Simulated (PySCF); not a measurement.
C₆H₁₂OSi₂.
SMILES with atom numbers: `[CH:1]#[C:2][Si@:3]1([O:4][CH3:5])[CH2:6][CH2:7][CH2:8][SiH2:9]1`

Geometry (PBE0-D3(BJ)/def2-SVP, Å), atoms numbered from 1 in this order:
```
atom  x, y, z in Å
C1     2.7626    1.0962    1.6085
C2     1.8507    0.7984    0.8573
Si3    0.4684    0.2953   -0.2486
O4     0.9379    0.4382   -1.8404
C5     2.0349   -0.2313   -2.3979
C6    -1.0808    1.3248    0.0508
C7    -1.9407    0.6147    1.1072
C8    -2.1995   -0.8577    0.7469
Si9   -0.5287   -1.7239    0.4156
H10    3.5676    1.3645    2.2697
H11    1.9137   -1.3297   -2.3502
H12    2.9799    0.0317   -1.8894
H13    2.1220    0.0568   -3.4564
H14   -1.6195    1.3736   -0.9125
H15   -0.8423    2.3596    0.3410
H16   -1.4289    0.6662    2.0855
H17   -2.8968    1.1485    1.2429
H18   -2.7948   -0.9138   -0.1818
H19   -2.7862   -1.3672    1.5274
H20    0.0429   -2.3198    1.6636
H21   -0.6291   -2.7936   -0.6258
```

NICS = −σ at a ghost point: NICS(0) at the centroid of the ring atoms, NICS(1) 1 Å to either side along the normal of their mean plane, zz for the tensor component along that normal. Level: GIAO PBE0/pcSseg-1 (PySCF, non-relativistic, gas phase) on the PBE0-D3(BJ)/def2-SVP geometry, one conformer.

Ring bond lengths (Å), with Mayer bond orders in brackets: Si3–C6 1.884 (0.90), C6–C7 1.536 (1.03), C7–C8 1.538 (1.02), C8–Si9 1.911 (0.91), Si9–Si3 2.348 (0.91).

Give the NICS values of each ring in ppm.

```json
{"ring": "Si3–C6–C7–C8–Si9", "type": "5-membered ring with 2 Si; formal bonds all single", "NICS(0)": "-3.8", "NICS(1), two faces": "-3.3 / -3.9", "NICS(1)zz, two faces": "0.1 / -1.8", "rms pucker (Å)": "0.21", "centre to ring atoms, mean (Å)": "1.52"}
```

What do they say, and how far can they be read as aromaticity?

- Si3–C6–C7–C8–Si9: mean NICS(1)zz -0.8 ppm, near zero. Si3, C6, C7, C8, Si9 have four or more neighbours, and the NICS criterion for π rings isn't applied.

Give the inner angles of the rings and the Hirshfeld charges of the ring atoms.

- Si3–C6–C7–C8–Si9: Si3 94.3° (+0.361 e), C6 108.5° (-0.157 e), C7 112.1° (-0.064 e), C8 109.1° (-0.154 e), Si9 91.7° (+0.226 e); sum 515.8° against 540° for a flat convex ring.

How do the values depend on the level or the medium?

| level | NICS(0), Si3–C6–C7–C8–Si9 | mean NICS(1)zz, Si3–C6–C7–C8–Si9 |
| --- | --- | --- |
| PBE0/pcSseg-1, gas | -3.8 | -0.8 |
| WP04/pcSseg-1, gas | -3.2 | -0.1 |

The geometry is the same throughout.
